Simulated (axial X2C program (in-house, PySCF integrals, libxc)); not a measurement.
IrH⁺: from Re and ωe to a spectrum

A bond curve at the PBE0 level, 2c, was computed with an in-house all-electron X2C program for linear molecules (integrals from PySCF) (basis Ir dyall-v3z [13s14p9d6f2g], H dyall-v3z [6s2p1d] (cores contracted in-house)) for the state Ω = 9/2 (⟨Sz⟩ = 1.45, ⟨Lz⟩ = 3.05 at PBE0). Its fit gives Re = 1.5693 Å, ωe = 2263.2 cm⁻¹, ωexe = 36 cm⁻¹ and αe = 1.773e-01 cm⁻¹; the masses are 192.9629 and 1.0078 u. Two-component means X2C with spin–orbit coupling and atomic mean-field Coulomb and Gaunt terms.

**Question.** Find the reduced mass, Be and the force constant.

**Answer.** From the PBE0 values: μ = 1.0026 u. Be = 16.8576/(μ Re²) = 6.828 cm⁻¹. k = 5.8918×10⁻⁷ μ ωe² = 3.03 mdyn/Å.

**Question.** Estimate the centrifugal constant by the Kratzer relation.

**Answer.** D = 4Be³/ωe² = 2.49e-04 cm⁻¹.

**Question.** Scale the constants to the deuteride (D 2.0141 u) within the Born–Oppenheimer picture.

**Answer.** ρ = √(μH/μD) = 0.7092; ωe = 1605.1, ωexe = 18.1, Be = 3.434 cm⁻¹; the zero-point energy falls by 325 cm⁻¹.

**Question.** A Morse curve ties αe to the other constants (Pekeris). How well does that hold?

**Answer.** αe(Morse) = 6Be²/ωe × (√(ωexe/Be) − 1) = 1.602e-01 cm⁻¹; the PBE0 curve gives 1.773e-01 cm⁻¹, a ratio of 0.90.

**Question.** Where do the fundamental and the first overtone lie?

**Answer.** ν(1←0) = ωe − 2ωexe = 2191.2 cm⁻¹; ν(2←0) = 2ωe − 6ωexe = 4310.4 cm⁻¹.

The state is one determinant whose occupation by symmetry is held fixed; it was picked as the lowest of a PBE0 search that is not exhaustive. Density functionals use the spin component along the axis (collinear). The functionals have no current-density term, which raises determinants with orbital currents, atoms included. With several unpaired electrons one determinant need not be a pure state. The lowest spin-free determinant has another configuration (M_S = 3/2, Λ = 0), so the order of states is uncertain and this need not be the ground state.
